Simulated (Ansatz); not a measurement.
Mulliken charges of FH₂O₂Sc (`[OH][Sc]([OH])[F]`) from ωB97M-V/def2-TZVPP in Ansatz (PBE0-D4/def2-TZVP geometry).

```
atom   x (Å)   y (Å)   z (Å)  charge (e)
  O1  -0.519   1.317  -0.906      -0.514
 Sc2  -0.146  -0.379  -0.237       1.130
  O3   0.826  -0.643   1.328      -0.514
  F4  -0.766  -1.863  -1.165      -0.431
  H5  -0.680   2.208  -1.201       0.165
  H6   1.328  -0.704   2.134       0.165
```

Task: By hand: the dipole of these point charges (1 e Å = 4.8032 D).

Result: Σ q r = (0.114, 0.276, 0.171) e Å, of length 0.344 e Å = 1.65 D.

Task: How does the dipole of the full density compare? (Best estimate.)

Result: Computed: (0.176, 0.427, 0.264) e Å, 2.56 D; the point charges give 0.64 times that, at 0° from its direction.

Point charges leave out the atoms' own dipoles, such as those of lone pairs, and Mulliken's split depends on the basis, so the two needn't agree.
